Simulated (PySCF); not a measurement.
# Polarisability and C₆ of Au (gold, neutral)

[Xe] 4f14 5d9 6s2, 2D determinant (an excited configuration). Computed with PySCF 2.14 in aug-cc-pwCVDZ-PP with ECP60MDF, with scalar relativity through the core potential. Coupled (time-dependent) response in atomic units; α is the mean over directions. A double-zeta set is small for polarisabilities.

```tsv
method	mean α (bohr³)	α xx, yy, zz	C₆ (like pair)	S(−4)
CAM-B3LYP	39.71	39.75, 39.75, 39.64	385.3	588.1
M06-2X	40.38	40.40, 40.40, 40.36	393.3	618.7
```

S(−4) is the Cauchy moment in α(ω) = α(0) + S(−4) ω² + …

Spin-orbit coupling is absent.

α(iu) at M06-2X:

```json
{"u (hartree)": "0", "α(iu) (bohr³)": "40.38"}
{"u (hartree)": "0.0500", "α(iu) (bohr³)": "38.91"}
{"u (hartree)": "0.100", "α(iu) (bohr³)": "35.23"}
{"u (hartree)": "0.200", "α(iu) (bohr³)": "26.50"}
{"u (hartree)": "0.300", "α(iu) (bohr³)": "19.84"}
{"u (hartree)": "0.500", "α(iu) (bohr³)": "12.50"}
{"u (hartree)": "0.750", "α(iu) (bohr³)": "8.380"}
{"u (hartree)": "1.00", "α(iu) (bohr³)": "6.233"}
{"u (hartree)": "1.50", "α(iu) (bohr³)": "3.947"}
{"u (hartree)": "2.00", "α(iu) (bohr³)": "2.731"}
{"u (hartree)": "3.00", "α(iu) (bohr³)": "1.516"}
{"u (hartree)": "5.00", "α(iu) (bohr³)": "0.6521"}
```

A single London oscillator, α(iu) = α/(1 + u²/ω²), gives C₆ = (3/4) ω α². Matching the computed C₆ needs ω = 4 × 393.3 / (3 × 40.38²) = 0.322 hartree.

The components differ because the open shell of this determinant is not spherical; for a pure term their mean is the scalar polarisability.

Energies and moments cover only the electrons outside the core potential. Spin-orbit coupling, absent here, splits the open shell strongly.
